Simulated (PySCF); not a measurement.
C2H6Be, charge -1, doublet, geometry from GFN2-xTB (such geometries of metal compounds can be far from the true shape) (a state made from the parent by changing its charge; the spin is typed, not shown lowest) (in this run its highest filled SCF level lies above zero, so its values depend strongly on the basis, on diffuse functions most of all); PBE/def2-SVPD in PySCF.

Input for PySCF:
```python
from pyscf import gto, scf, dft

mol = gto.Mole()
mol.atom = '''
    Be   -0.493302    0.641188   -0.516111
    C     1.245745    0.062473   -0.900229
    H     1.263635   -1.033426   -1.017434
    H     1.911223    0.269058   -0.045991
    H     1.790759    0.449634   -1.782472
    C    -1.128045   -0.215458    1.023370
    H    -1.111348   -1.308726    0.882850
    H    -2.138828    0.002781    1.418309
    H    -0.448429   -0.026168    1.870332
'''
mol.basis = 'def2-svpd'
mol.charge = -1
mol.spin = 1
mol.verbose = 4
mol.build()

mf = dft.UKS(mol)
mf.xc = 'pbe'
mf.grids.atom_grid = (99, 590)
mf.grids.prune = None
mf.kernel()
```

What the program printed (banner, timings and long lists left out):

```
PySCF version 2.14.0

[INPUT] verbose = 4
[INPUT] num. atoms = 9
[INPUT] num. electrons = 23
[INPUT] charge = -1
[INPUT] spin (= nelec alpha-beta = 2S) = 1
[INPUT] symmetry False subgroup None
[INPUT] Mole.unit = angstrom
[INPUT] Symbol           X                Y                Z      unit          X                Y                Z       unit  Magmom
[INPUT]  1 Be    -0.493302000000   0.641188000000  -0.516111000000 AA   -0.932205676700   1.211669714358  -0.975308439875 Bohr   0.0
[INPUT]  2 C      1.245745000000   0.062473000000  -0.900229000000 AA    2.354116871046   0.118056860180  -1.701186259391 Bohr   0.0
[INPUT]  3 H      1.263635000000  -1.033426000000  -1.017434000000 AA    2.387924071415  -1.952892110005  -1.922671609821 Bohr   0.0
[INPUT]  4 H      1.911223000000   0.269058000000  -0.045991000000 AA    3.611688032970   0.508445931623  -0.086910394195 Bohr   0.0
[INPUT]  5 H      1.790759000000   0.449634000000  -1.782472000000 AA    3.384044065100   0.849685116293  -3.368383904706 Bohr   0.0
[INPUT]  6 C     -1.128045000000  -0.215458000000   1.023370000000 AA   -2.131696106185  -0.407156611347   1.933889024096 Bohr   0.0
[INPUT]  7 H     -1.111348000000  -1.308726000000   0.882850000000 AA   -2.100143349083  -2.473133712098   1.668344709072 Bohr   0.0
[INPUT]  8 H     -2.138828000000   0.002781000000   1.418309000000 AA   -4.041799147551   0.005255328352   2.680215570006 Bohr   0.0
[INPUT]  9 H     -0.448429000000  -0.026168000000   1.870332000000 AA   -0.847407996313  -0.049450353228   3.534415242010 Bohr   0.0

nuclear repulsion = 50.5725145585239
number of shells = 46
number of NR pGTOs = 142
number of NR cGTOs = 100
basis = def2-svpd
ecp = {}

******** <class 'pyscf.dft.uks.UKS'> ********
method = UKS
initial guess = minao
damping factor = 0
level_shift factor = 0
DIIS = <class 'pyscf.scf.diis.CDIIS'>
diis_start_cycle = 1
diis_space = 8
diis_damp = 0
SCF conv_tol = 1e-09
SCF conv_tol_grad = None
SCF max_cycles = 50
direct_scf = True
direct_scf_tol = 1e-13
number electrons alpha = 12  beta = 11
XC library pyscf.dft.libxc version 7.1.2
    S. Lehtola, C. Steigemann, M. J. T. Oliveira, and M. A. L. Marques,  SoftwareX 7, 1–5 (2018)
XC functionals = pbe
    J. P. Perdew, K. Burke, and M. Ernzerhof,  Phys. Rev. Lett. 77, 3865 (1996)
    J. P. Perdew, K. Burke, and M. Ernzerhof,  Phys. Rev. Lett. 78, 1396 (1997)
    J. P. Perdew, K. Burke, and M. Ernzerhof,  Phys. Rev. Lett. 77, 3865 (1996)
    J. P. Perdew, K. Burke, and M. Ernzerhof,  Phys. Rev. Lett. 78, 1396 (1997)
radial grids:
    Treutler-Ahlrichs [JCP 102, 346 (1995); DOI:10.1063/1.469408] (M4) radial grids

becke partition: Becke, JCP 88, 2547 (1988); DOI:10.1063/1.454033
pruning grids: None
grids dens level: 3
symmetrized grids: False
atomic radii adjust function: <function treutler_atomic_radii_adjust>
User specified grid scheme (99, 590)
small_rho_cutoff = 0
Set gradient conv threshold to 3.16228e-05
tot grids = 525696
init E= -94.024573837074

cycle= 1 E= -94.1374467489625  delta_E= -0.113  |g|= 0.513  |ddm|= 2.34
cycle= 2 E= -93.5720142664765  delta_E= 0.565  |g|= 1.03  |ddm|= 14.9
cycle= 3 E= -94.3097744423856  delta_E= -0.738  |g|= 0.0383  |ddm|= 13.8
cycle= 4 E= -94.3106999965283  delta_E= -0.000926  |g|= 0.0272  |ddm|= 0.699
cycle= 5 E= -94.3113163578831  delta_E= -0.000616  |g|= 0.00331  |ddm|= 0.333
cycle= 6 E= -94.3113251152001  delta_E= -8.76e-06  |g|= 0.00133  |ddm|= 0.0293
cycle= 7 E= -94.3113267821966  delta_E= -1.67e-06  |g|= 0.000157  |ddm|= 0.0143
cycle= 8 E= -94.311326809262  delta_E= -2.71e-08  |g|= 2.29e-05  |ddm|= 0.00157
cycle= 9 E= -94.3113268101033  delta_E= -8.41e-10  |g|= 6.91e-06  |ddm|= 0.000402
Extra cycle  E= -94.3113268101455  delta_E= -4.22e-11  |g|= 4.41e-06  |ddm|= 0.000174
converged SCF energy = -94.3113268101455  <S^2> = 0.75111316  2S+1 = 2.0011129
```
